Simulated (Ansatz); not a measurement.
Basis-set series for `CC[C@@]12[C@H]3[C@H]4[C@H]5[C@@H]1[Ti]4532([F])([O]C)[N](C)C`. Total charge 0; spin multiplicity 1. The structure was optimised at the PBE0-D4/def2-TZVP level. It is one conformer, not always the lowest.

```xyz
32

C     3.735   -0.035   -0.419
C     2.996    0.805    0.608
C     1.744    0.178    1.132
C     0.679    0.870    1.756
C    -0.329   -0.057    2.099
C     0.100   -1.328    1.669
C     1.374   -1.181    1.076
Ti   -0.244   -0.004   -0.254
F     0.558    1.256   -1.261
O    -0.377   -1.533   -1.231
C    -0.885   -1.649   -2.531
N    -2.045    0.578   -0.277
C    -3.164   -0.282   -0.001
C    -2.352    1.975   -0.107
H     3.102   -0.237   -1.286
H     4.628    0.484   -0.769
H     4.054   -0.993   -0.001
H     2.740    1.775    0.172
H     3.658    1.015    1.456
H     0.634    1.941    1.906
H    -1.268    0.172    2.580
H    -0.461   -2.248    1.736
H     1.936   -1.972    0.604
H    -1.792   -1.045   -2.667
H    -1.129   -2.697   -2.734
H    -0.146   -1.319   -3.270
H    -3.508   -0.190    1.041
H    -2.899   -1.326   -0.179
H    -4.018   -0.032   -0.647
H    -2.663    2.208    0.924
H    -1.485    2.594   -0.351
H    -3.172    2.276   -0.773
```

```
functional       basis  functions  energy (Eh)  HOMO (eV)  LUMO (eV)
   PBE0-D4    def2-SVP        303  -1469.90368      -6.14      -1.33
   PBE0-D4  def2-QZVPP       1374  -1470.75407      -6.20      -1.33
   ωB97M-V    def2-SVP        303  -1470.44409      -8.28       0.85
   ωB97M-V  def2-QZVPP       1374  -1471.32109      -8.34       0.67
```

Give the rows for def2-TZVPP. (Best estimate.)

Computed: 
```tsv
functional	basis	functions	energy (Eh)	HOMO (eV)	LUMO (eV)
PBE0-D4	def2-TZVPP	719	-1470.70496	-6.18	-1.31
ωB97M-V	def2-TZVPP	719	-1471.27474	-8.33	0.84
```

Positive LUMOs are unbound and depend on the basis. Scalar relativity is left out up to krypton.
